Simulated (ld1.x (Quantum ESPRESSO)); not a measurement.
# Si: one change to a TM potential, before and after

Si, norm-conserving Troullier–Martins (Kleinman–Bylander form), made with ld1.x (Quantum ESPRESSO) 7.5 (PW91, non-relativistic). Core [Ne], reference 3s1 3p0 (charge +3). Waves: 3s (bound): rc 1.70 bohr; 3p (bound, empty): rc 1.65 bohr. Local part: all-electron potential smoothed inside 1.25 bohr (lloc = -1). Core correction: none.

All-electron outer shells of the reference configuration (PW91, non-relativistic, ld1.x):

```csv
shell,level (eV),outermost node (bohr),outermost maximum (bohr)
3s,-39.45,0.71,1.63
3p,-30.85,0.70,1.80
```

Change: core correction a·sin(br)/r model core inside 2.02 bohr.

Cutoffs: the cutoffs (Ry, on a coarse ladder) from which the occupation-weighted sum of valence levels, in a spherical-Bessel basis at the reference potential, stays within 10 and 1 mRy of its value at 400 Ry; they do not see the model core or the augmentation charge, which bear on the density cutoff. Errors are all-electron minus pseudo energies relative to the spin-unpolarised reference configuration.

How do hardness, ghosts and transferability respond?

The potential gets neither clearly harder nor softer (15 Ry and 40 Ry → 15 Ry and 40 Ry); of the 7 tests that both files solve, the error grows in 0 and shrinks in 7 by more than 15 % and 0.3 meV (median size 122.5 → 98.1 meV); neither file shows a bound ghost. Exchange and correlation are not linear in the density, so unscreening with the valence charge alone errs where core and valence overlap; a model core restores that term. A model core, the more so a compact one, raises the density cutoff, which this test does not measure.

| quantity | base | changed |
| --- | --- | --- |
| cutoff, loose | 15 Ry | 15 Ry |
| cutoff, tight | 40 Ry | 40 Ry |
| bound ghosts | none | none |
| error for 3s2 3p2, meV [ΔE -57.83 eV] | +178 | +147 |
| error for 3s2 3p1, meV [ΔE -50.04 eV] | +144 | +120 |
| error for 3s2 3p0, meV [ΔE -33.97 eV] | +80 | +67 |
| error for 3s2 3p2.3, meV [ΔE -58.77 eV] | +182 | +150 |
| error for 3s1 3p2, meV [ΔE -42.66 eV] | +93 | +74 |
| error for 3s0 3p4, meV [ΔE -44.15 eV] | +75 | +57 |
| error for 3s1 3p3, meV [ΔE -51.06 eV] | +123 | +98 |
| s: phases at 1.85 bohr within 0.05 rad from the reference energy up to (Ry; the scan ends near 5) | -1.1 | -1.1 |
| p: phases at 1.85 bohr within 0.05 rad from the reference energy up to (Ry; the scan ends near 5) | 1.3 | 1.3 |
